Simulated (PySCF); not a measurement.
Gas-phase reaction: 2 Ge3H8 + 4 Cl2 ⇌ 5 GeH3Cl + GeHCl3

Energies from PySCF, thermal terms from the rigid-rotor harmonic-oscillator model, ideal gas at 1 bar. † marks an energy on the PBE0/def2-TZVP geometry and frequencies. MP2 freezes the core. All species are closed-shell singlets. Ge: all electrons, no relativistic terms. MP2 isn't extrapolated to the basis-set limit.

LDA/def2-TZVP† gives ΔH°(298 K) = -1011 kJ.

**Question.** What do PBE0/def2-SVP†, M06-2X/def2-TZVP†, MP2/def2-TZVPP† give?

**Answer.** PBE0/def2-SVP†: -1157 kJ; M06-2X/def2-TZVP†: -1195 kJ; MP2/def2-TZVPP†: -1181 kJ. For scale, ΔH°(298 K) is -1011 kJ at this level, -1114 kJ at ωB97M-V/def2-TZVP†, and runs from -1285 to -1011 kJ over the 18 levels computed.
